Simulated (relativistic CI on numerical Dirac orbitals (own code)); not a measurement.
**Sensitivity of the levels of Gd XLII to α and to the nuclear radius**

Method of calculation: Dirac-Coulomb-Breit CI, separate exchange-only KLI orbitals for each configuration, derivatives by finite differences, unscaled Slater integrals, QED left out (own radial code, finite nucleus).

Configurations in the expansion (outside the closed core [Ne]): 3s2 3p6 3d5, 3s2 3p5 3d6, 3s2 3p4 3d7, 3s 3p6 3d6, 3p6 3d7, 3s 3p5 3d7, 3s2 3p6 3d4 4s, 3s2 3p6 3d3 4s2. Levels of other configurations are missing.

With x = (α/α₀)² − 1 an excitation energy changes as ω = ω₀ + qx; K = 2q/ω₀ is the relative enhancement. Terms are leading LS components, so labels can repeat. The field-shift factor is F = δν/δ⟨r²⟩ for the transition from the lowest level.

Lowest level 3s2 3p6 3d5 4P_5/2.

```csv
Level,ω₀ (cm⁻¹),q (cm⁻¹),K,F (GHz/fm²)
3s2 3p6 3d5 6S_5/2,204101,256200,2.51,3.89
3s2 3p6 3d5 4G_7/2,289094,251400,1.74,3.99
3s2 3p6 3d5 4D_3/2,296550,259100,1.75,3.82
3s2 3p6 3d5 2H_11/2,301804,246900,1.64,4.27
3s2 3p6 3d5 4G_9/2,333090,261900,1.57,4.35
3s2 3p6 3d5 4D_5/2,350283,280400,1.6,4.38
3s2 3p6 3d5 4P_1/2,362475,297900,1.64,4.37
3s2 3p6 3d5 2F_7/2,388660,260900,1.34,4.08
3s2 3p6 3d5 2D_3/2,474426,320900,1.35,5.4
3s2 3p6 3d5 2D_5/2,487439,504400,2.07,7.55
3s2 3p6 3d5 4D_7/2,540258,528100,1.96,7.88
3s2 3p6 3d5 2I_11/2,548435,520300,1.9,8.29
3s2 3p6 3d5 4G_9/2,561734,517900,1.84,7.97
3s2 3p6 3d5 4D_1/2,581707,547000,1.88,8.07
3s2 3p6 3d5 2I_13/2,585324,518100,1.77,8.54
3s2 3p6 3d5 4P_3/2,589068,542700,1.84,8.25
3s2 3p6 3d5 2F_5/2,604426,530800,1.76,8.02
3s2 3p6 3d5 2H_9/2,639913,530200,1.66,8.55
3s2 3p6 3d5 2G_7/2,659032,529100,1.61,8.13
3s2 3p6 3d5 4F_5/2,667604,538200,1.61,8.56
3s2 3p6 3d5 2D_3/2,683553,513100,1.5,7.28
3s2 3p6 3d5 2G_7/2,711999,541100,1.52,8.72
3s2 3p6 3d5 2S_1/2,713696,534000,1.5,8.06
```

At this charge energies of transitions that change n are usually good to better than 1 %, and those within a shell (Δn = 0) to a few per cent.
